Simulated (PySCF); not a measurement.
FOS, SMILES O=[S]F (connectivity only; charge and spin as stated), charge -1, multiplicity 1.

Geometry: PBE0-D3(BJ)/def2-TZVPD. The multiplicity is an assumed one; other spin states were not compared. The isomer is the one that the SMILES or the coordinates give; other isomers of the formula were not compared.

Level of theory: PBE/def2-TZVPD (PySCF).

Symmetry labels are those of the subgroup Cs that the program uses (full group Cs).

Problem. List the valence orbital energies around the gap with their symmetry. (Estimate from the structure and the level; the computed values follow.)

Solution. 
```
orbital  symmetry  energy (eV)
-------  --------  -----------
HOMO−7         A'        -9.82
HOMO−6         A'        -5.66
HOMO−5         A'        -4.55
HOMO−4         A"        -4.32
HOMO−3         A'        -2.82
HOMO−2         A"        -2.38
HOMO−1         A'        -1.57
HOMO           A"         2.01
LUMO           A'         3.59
LUMO+1         A'         3.92
LUMO+2         A"         4.23
LUMO+3         A'         4.34
```
